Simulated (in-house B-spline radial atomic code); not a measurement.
Computed with a B-spline radial atomic code. Model: two electrons, singlet ground state, non-relativistic, full CI in B-splines with partial waves to l = 8 (at full coupling up to 3e-4 hartree above the limit, correlation up to 0.6 % small), density held at that of full coupling by Lieb maximisation.

Along the adiabatic connection the electron repulsion is scaled by a coupling λ while a local potential keeps the density fixed. At λ = 0 the system is the Kohn-Sham one and W equals the exchange energy; the exchange-correlation energy is the area under W between 0 and 1. The kinetic energy rises with λ as the electrons avoid each other, with dT/dλ = −λ dW/dλ.

Command:
```bash
python run_ac.py task.json out
```
Settings (lengths in bohr, energies in hartree):
```
potential              gauss
strength               1.26
lmax                   8
second                 8.91
```

Cost of the run: 28 s on 1 thread of Intel(R) Xeon(R) Processor @ 2.30GHz (shared host).

**W = mean repulsion less Hartree energy, and W of three functionals.**

Given: confinement Gaussian well; well depth 1.26 hartree; well width 8.91 bohr; external potential -V exp(-r^2/w^2).

Computed: LDA exchange minus exact 39.468 millihartree; PBE exchange minus exact 11.596 millihartree.

```tsv
coupling	W xc (hartree)	W xc minus exchange (millihartree)	kinetic minus Kohn-Sham (millihartree)	LDA (PW92) W minus its exchange (millihartree)	PBE W minus its exchange (millihartree)	SCAN W minus its exchange (millihartree)
0	-0.27444	0	0	0	0	0
0.02	-0.27643	-1.993	0.02	-8.94	-3.25	-1.86
0.05	?	?	?	?	?	?
0.12	-0.28544	-10.997	0.64	-30.83	-15.87	-10.05
0.25	-0.29512	-20.677	2.41	-47.78	-27.93	-18.89
0.4	-0.3041	-29.656	5.3	-61.51	-38.63	-27.3
0.6	-0.31342	-38.976	9.92	-74.91	-49.66	-36.4
0.8	-0.32061	-46.164	14.92	-85.05	-58.32	-43.73
1	-0.3263	-51.864	20.03	-93.13	-65.37	-49.77
1.4	-0.33478	-60.336	30.09	-105.41	-76.31	-59.14
2	-0.34322	-68.78	44.26	-118.2	-87.92	-68.85
3	-0.35182	-77.381	65.37	-132.06	-100.7	-78.82
4.5	?	?	?	?	?	?
7	-0.36612	-91.677	131.29	-157.47	-124.53	-93.79
```

(1) What belongs in the row 0.05?

(2) What belongs in the row 4.5?

(3) What is the SCAN exchange minus exact?

**Energy parts, natural occupations and partial-wave weights.**

Computed: total energy -1.7451 hartree; exchange energy -0.27444 hartree; correlation energy -0.031836 hartree; initial slope twice GL2 -0.10133 hartree; kinetic part over minus potential part 0.38616; Hartree energy 0.54888 hartree; Kohn-Sham kinetic 0.18007 hartree.

```tsv
natural	occupation of the shell (electrons)
s	1.8748
p	0.11652
s	0.0068153
d	?
p	0.00034335
f	0.00013239
```

(4) What belongs in the row d?

```tsv
wave	weight
s	0.94082
p	0.058439
d	0.00064169
f	?
g	1.5564e-05
```

(5) What belongs in the row f?

(6) What is the kinetic part of the DFT correlation energy?

(7) What is the Lieb Oxford ratio E_xc over LDA exchange?

Results:

(1) W xc (hartree): -0.2793; W xc minus exchange (millihartree): -4.857; kinetic minus Kohn-Sham (millihartree): 0.12; LDA (PW92) W minus its exchange (millihartree): -17.28; PBE W minus its exchange (millihartree): -7.52; SCAN W minus its exchange (millihartree): -4.48.

(2) W xc (hartree): -0.35926; W xc minus exchange (millihartree): -84.82; kinetic minus Kohn-Sham (millihartree): 92.75; LDA (PW92) W minus its exchange (millihartree): -144.88; PBE W minus its exchange (millihartree): -112.67; SCAN W minus its exchange (millihartree): -87.05.

(3) 0.54028 millihartree.

(4) occupation of the shell (electrons): 0.0012312.

(5) weight: 7.2941e-05.

(6) 0.020028 hartree.

(7) 1.3035.

Half-way to full coupling W has made 66 % of its drop, against 50 % for a straight line, and second-order (GL2) theory, half the initial slope, overshoots the correlation energy by about 59 %: a marked bend. Over couplings 0 to 1 the errors in E_xc come to about +8.2 millihartree for LDA, +2.4 millihartree for PBE, +2.5 millihartree for SCAN. In LDA and PBE the errors of exchange and correlation have opposite signs, so the sum is smaller than the larger of the two.
